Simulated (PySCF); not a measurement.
# Adding and removing an electron: SeF

PBE; basis Se aug-pcseg-1, F aug-pcseg-1; no relativity; PySCF 2.14. Neutral (UKS): doublet (π ↑), Re = 1.808 Å, ωe = 649 cm⁻¹, De = 3.80 eV, HOMO -5.95 eV, LUMO -5.85 eV.

SeF⁻ (UKS): singlet (closed shell), Re = 1.914 Å, ωe = 515 cm⁻¹, De = 2.55 eV to Se + F⁻. The energies at the minima are -2500.61205 hartree for SeF and -2500.70356 for SeF⁻.

Problem. Work out the adiabatic electron affinity, without and with harmonic zero-point energies (1 hartree = 27.2114 eV, 1 eV = 8065.5 cm⁻¹), and the change of the bond length.

Solution. At PBE: 0.09151 hartree = 2.490 eV between the minima; the zero-point term (649.0 − 515.0)/2 cm⁻¹ = +0.008 eV makes it 2.498 eV. Re changes by +10.6 pm against the neutral. The electron enters a π orbital, and the longer bond of the ion fits an antibonding orbital, or a change in how ionic the bond is.

For an ion De counts to the pair picked by the measured ionisation energies or electron affinities, which need not be the lowest pair at this level. The highest Kohn–Sham level is positive in this anion. Much of that is self-interaction error, but it also means that the finite basis helps to hold the extra electron. States were picked by a PBE0 search and need not be the measured ground states.
